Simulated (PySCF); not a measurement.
**29Si chemical shifts**

Method: shieldings: GIAO PBE0/pcSseg-1, geometry: GFN2-xTB, in PySCF 2.14 (averaged over atoms made equivalent by symmetry, fast rotation or ring inversion, single conformer, relativity neglected, isolated molecule).

Shieldings were converted by a linear fit to measured shifts: 29Si (scatter 8.9 ppm rms, 25.8 ppm with the 6 outliers that the fit left out vs TMS, solution or neat liquid). Occasional misses reach two or three times the rms, and more in compound classes unlike the fitted ones.

**Question.** Give the 29Si shifts of `C=CC1=C[Si@H](N[SiH3])C=C1`.

**Answer.** 
| compound | environment | δ (ppm) |
| --- | --- | --- |
| [CH2:1]=[CH:2][C:3]1=[CH:4][Si@H:5]([NH:6][SiH3:7])[CH:8]=[CH:9]1 | Si5: silicon bonded to 2 C, N, H, in a 5-membered ring | -21.2 |
| [CH2:1]=[CH:2][C:3]1=[CH:4][Si@H:5]([NH:6][SiH3:7])[CH:8]=[CH:9]1 | Si7: silicon bonded to N, 3 H | -51.9 |

**Question.** Order these by 29Si shift, lowest first.
A. C/N=C/[C@@H]1[SiH2][C@@]1(F)C(F)F
B. COC[SiH2]SC(C)(C)C
C. O=C1C=C[SiH2]1

**Answer.** A (-108.4 ppm, silicon bonded to 2 C, 2 H, in a 3-membered ring), B (-40.4 ppm, silicon bonded to C, S, 2 H), C (-18.3 ppm, silicon bonded to 2 C, 2 H, in a 4-membered ring).
